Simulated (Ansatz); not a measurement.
Born–Oppenheimer molecular dynamics of GeH3NO (6 atoms, charge 0, multiplicity 1). It starts at the highest image of a converged band. Of that band: Neighbouring images differ by up to 1.7 eV, so the band resolves the path poorly. A vibrational analysis at the climbing image gives one clearly imaginary mode, 1368i cm⁻¹: a first-order saddle point.

These are results of UKS CAM-B3LYP-D4/def2-SVP (Ansatz 0.2.0), not measurements.

| Quantity | Value |
| --- | --- |
| ensemble | NVE (velocity Verlet) |
| time step | 0.5 fs |
| steps asked | 200 |
| starting velocities drawn for | 300 K |
| seed | 6540 |

First frame:

```xyz
6
Properties=species:S:1:pos:R:3
N -1.262 0.373 -0.255
Ge -0.133 -0.977 0.013
O 1.460 -0.514 0.670
H -0.477 -0.669 -1.528
H -1.043 1.347 0.008
H 1.496 0.376 1.046
```

Problem. What does the run give?

Solution. All steps were run.

- steps done: 200
- time covered: 100 fs
- mean temperature over the second half: 1917 K
- spread of the potential energy over the second half: 29.9 meV per atom
- mean potential energy of the second half above the start: -139.3 meV per atom

The conserved energy stayed within 0.27 meV per atom of its start (net change 0.042 meV per atom), so the integration is sound. The system heated up, since it started high on the potential surface and ran downhill. A run of 0.1 ps of so small a system gives no equilibrium averages. The orbitals stay closed-shell, which can raise the energy where a bond breaks towards radicals; this wasn't checked here.

Problem. What happens to the structure?

Solution. The step under study would form Ge2–H4 and break N1–H4. These pairs go: Ge2–H4 1.61 → 1.46 Å, N1–H4 1.82 → 2.75 Å. In the last frame they stand as after the step (other bonds may differ from the relaxed reactants and products). It ends as one piece, GeH3NO. Pairs count as bonded within 1.25 times the sum of covalent radii (0.12 Å more for H–H). This is one draw of velocities; another would differ in detail.

Problem. How do temperature and energy run in time?

Solution. 
```tsv
time (fs)	T (K)	potential energy less start (eV)	conserved less start (meV/atom)
0.0	300	0.000	0.00
8.0	376	-0.039	0.10
16.0	1345	-0.539	0.18
24.0	2584	-1.181	0.02
32.0	2049	-0.903	0.13
40.0	1614	-0.679	0.13
48.0	2402	-1.087	-0.08
56.0	1921	-0.838	0.01
64.0	2051	-0.905	0.12
72.0	2403	-1.087	0.03
80.0	1660	-0.702	0.16
88.0	1781	-0.766	0.06
96.0	1541	-0.641	0.06
```

Run time: 7.5 min on 2 threads of Arm Neoverse V2, with other jobs on the host, peak memory 0.24 GiB.
